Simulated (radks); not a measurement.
Results of a calculation; reference values are marked as such.
All-electron atom: the cobalt ion Co2+ in [Ar] 3d7 (the NIST ground configuration). Code: a radial shooting solver on a logarithmic mesh with Libxc functionals. Model: Dirac Kohn-Sham, BLYP, spin-unpolarised, spherical densities, point nucleus; open shells are shared between the two j in proportion to 2j + 1.

Unscreened Slater integrals over Kohn-Sham orbitals (hartree). Large and small components are both included.

\begin{tabular}{lr}
integral & value \\ \hline
F0(3d5/2,3d5/2) & 0.90886 \\
F2(3d5/2,3d5/2) & 0.41330 \\
F4(3d5/2,3d5/2) & 0.25574 \\
F0(3d5/2,3d3/2) & 0.91125 \\
F2(3d5/2,3d3/2) & 0.41441 \\
G2(3d5/2,3d3/2) & 0.41406 \\
G4(3d5/2,3d3/2) & 0.25623 \\
F0(3d5/2,3p3/2) & 0.99412 \\
F2(3d5/2,3p3/2) & 0.46380 \\
G1(3d5/2,3p3/2) & 0.57463 \\
G3(3d5/2,3p3/2) & 0.34655 \\
F0(3d5/2,3p1/2) & 0.99945 \\
G3(3d5/2,3p1/2) & 0.34802 \\
F0(3d3/2,3d3/2) & 0.91365 \\
F2(3d3/2,3d3/2) & 0.41553 \\
F0(3d3/2,3p3/2) & 0.99698 \\
F2(3d3/2,3p3/2) & 0.46527 \\
G1(3d3/2,3p3/2) & 0.57619 \\
G3(3d3/2,3p3/2) & 0.34755 \\
F0(3d3/2,3p1/2) & 1.0024 \\
G1(3d3/2,3p1/2) & 0.57960 \\
F0(3p3/2,3p3/2) & 1.1038 \\
F2(3p3/2,3p3/2) & 0.55054 \\
F0(3p3/2,3p1/2) & 1.1103 \\
G2(3p3/2,3p1/2) & 0.55332 \\
F0(3p1/2,3p1/2) & 1.1171 \\
\end{tabular}
